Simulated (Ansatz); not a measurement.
The cluster Na₃Br₄. The state is a doublet with charge 0. Geometry relaxed at r2SCAN-D4/def2-SVP.

```csv
atom,x (Å),y (Å),z (Å)
Na1,1.909,0.197,-0.984
Na2,-2.101,0.948,-1.510
Na3,-0.613,-0.763,1.921
Br4,1.955,0.506,1.865
Br5,0.233,1.232,-2.780
Br6,1.544,-2.147,0.631
Br7,-2.926,0.027,0.858
```

In the doublet, Br4 and Br6 lie 2.96 Å apart (atoms count from 1), so these atoms are partly bonded to each other. The structure comes from a short search, and lower isomers may exist.

Task: Estimate the harmonic wavenumbers at UKS r2SCAN-D4/def2-SVP (Ansatz, unscaled). Is this a minimum?

Result: 22, 28, 35, 36, 54, 77, 103, 117, 125, 130, 154, 156, 247, 261, 274 cm⁻¹. Yes, no mode is imaginary beyond noise. Zero-point energy 10.9 kJ/mol. It took 9.5 min on 4 threads of Arm Neoverse N1 on a shared host.
